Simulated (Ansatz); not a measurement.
Input file for Ansatz (a program for electronic structure): R-CCSD(T)/def2-TZVPPD on H4Sn (SMILES [SnH4]), atoms moved off the minimum. Elements past Kr take the def2 small-core potentials; no spin–orbit coupling. Files ending in .json are basis or fitting sets from the Basis Set Exchange. The run froze 9 orbitals, filled d shells among them.

Ansatz 0.2 input:
```yaml
crystal:
  periodic: [false, false, false]
  atoms:
    - {symbol: Sn, position_ang: [-0.01480009, -0.02753079, 0.14305383]}
    - {symbol: H, position_ang: [-1.10570070, 1.15525546, -0.37450352]}
    - {symbol: H, position_ang: [0.23052204, -1.13556093, -1.27674687]}
    - {symbol: H, position_ang: [-0.50878681, -0.94512512, 1.42064974]}
    - {symbol: H, position_ang: [1.58998406, 0.82439193, 0.33717919]}
basis:
  gaussian:
    orbitals: def2-TZVPPD.json
magnetization: {spin_polarized: false}
correlation: {method: ccsd_t, electrons: outside_noble_gas}
scf: {lower_state_search: off}
output: {forces: true}
```

It printed:

```
WARN ansatz: RAYON_NUM_THREADS=1 ignored (pool sized by the plan → 1); use --threads N
Functional definition: HF
these checks for a lower state are left out or cut short: starts, cluster_reference, orbital_swaps, neighbouring_geometries, increment
integrals: 0.20 GiB planned
857 factors; integrals over basis functions are off by at most 8.9e-4 eV
mean field: 0.22 GiB planned
mean field evaluation 1: about -5867.2285 eV, gradient 9.8e0 eV
mean field evaluation 2: about -5867.2301 eV, gradient 9.8e0 eV
mean field evaluation 4: about -5867.7333 eV, gradient 1.4e0 eV
mean field evaluation 8: about -5867.7388 eV, gradient 1.0e-4 eV
mean field -5867.73877616 eV, -215.6354227276 hartree, gradient 1.1e-6 eV, S^2 0.000000; 0 other end points of the search recorded, 0 dependent functions left out
9 core orbitals not correlated
reference -5867.73877616 eV, -215.6354227276 hartree; 4, 4 occupied and 111, 111 virtual orbitals, 857 factors
densities: 0.82 GiB planned
second order -3.51032200 eV of doubles, -0.00000000 eV of singles
coupled cluster: 0.50 GiB planned
cycle   1  -4.07536577 eV  change   -5.7e-1 eV  update   6.0e-2
cycle   2  -4.31682358 eV  change   -2.4e-1 eV  update   2.2e-2
cycle   3  -4.32342006 eV  change   -6.6e-3 eV  update   4.8e-3
cycle   4  -4.32269343 eV  change    7.3e-4 eV  update   1.6e-3
cycle   5  -4.32240159 eV  change    2.9e-4 eV  update   4.8e-4
cycle   6  -4.32230553 eV  change    9.6e-5 eV  update   1.1e-4
cycle   7  -4.32232563 eV  change   -2.0e-5 eV  update   3.4e-5
cycle   8  -4.32233862 eV  change   -1.3e-5 eV  update   1.0e-5
cycle   9  -4.32233579 eV  change    2.8e-6 eV  update   3.3e-6
perturbative correction -0.09142598 eV, -0.0033598427 hartree
the calculation of the forces begins
Total energy: -5872.15253793 eV, -215.7976254809 hartree
Atom 0 at    -0.014800    -0.027531     0.143054 Å, force     1.857981     0.194638    -1.879180 eV/Å
Atom 1 at    -1.105701     1.155255    -0.374504 Å, force    -0.373060     0.254811     0.040621 eV/Å
Atom 2 at     0.230522    -1.135561    -1.276747 Å, force    -0.159723     0.594566     0.852559 eV/Å
Atom 3 at    -0.508787    -0.945125     1.420650 Å, force    -0.273407    -0.427913     0.896135 eV/Å
Atom 4 at     1.589984     0.824392     0.337179 Å, force    -1.051791    -0.616102     0.089864 eV/Å
Dipole moment:    -0.085219     0.000406     0.126224 e Å
Checks for a lower state left out: starts, cluster_reference, orbital_swaps, neighbouring_geometries, increment
```

The calculation finished and met its thresholds.

Cost: about 28 core-seconds (a rough figure).
